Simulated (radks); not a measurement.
Values are calculated unless marked as measured or tabulated.
Question: All-electron atom: S IV in [Ne] 3s2 3p1. Code: a radial shooting solver on a logarithmic mesh with Libxc functionals. Model: scalar-relativistic Kohn-Sham, SCAN, spin-polarised, spherical densities, finite nucleus; open shells are filled with parallel spins first; meta-GGA in the generalised Kohn-Sham scheme; Fermi nuclear charge, rms radius 3.2611 fm. Some entries of the table are withheld. Estimate them.

orbital,occ.,eigenvalue (hartree),<r> (bohr),<r^2> (bohr^2)
1s up,1,-90.50471,0.09689,0.01264
1s down,1,-90.49411,0.09688,0.01264
2s up,1,-9.49825,0.4759,0.2693
2s down,1,-9.49170,0.4759,0.2692
2p up,3,-7.40044,0.4399,0.2416
2p down,3,-7.38796,0.4399,0.2414
3s up,1,-1.97614,1.527,2.656
3s down,1,-1.89227,1.529,2.668
3p up,1,(1),1.658,3.167

Answer: 
(1) 3p up eigenvalue (hartree): -1.50974
